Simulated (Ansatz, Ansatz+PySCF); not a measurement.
```xyz
2

Cu   -0.0420   -0.0203   -0.0312
H    -0.0469   -0.0052    1.4103
```

RHF on singlet CuH was run in several spherical basis sets with Ansatz (development build ahead of 0.2.0).

Q: Rank the basis sets by the total energy that they give, lowest first, with the distance from the lowest.
A. STO-3G
B. def2-SVP
C. 6-31G
D. cc-pVTZ
E. 6-31G(d)
F. aug-cc-pVDZ
G. def2-TZVP
H. cc-pVDZ

A: D (0.00 eV), F (0.02 eV), H (0.04 eV), G (1.11 eV), B (7.49 eV), E (10.25 eV), C (10.29 eV), A (507.82 eV).

Totals follow the description of the cores as much as that of the bonds, so this order isn't one of quality for chemistry.
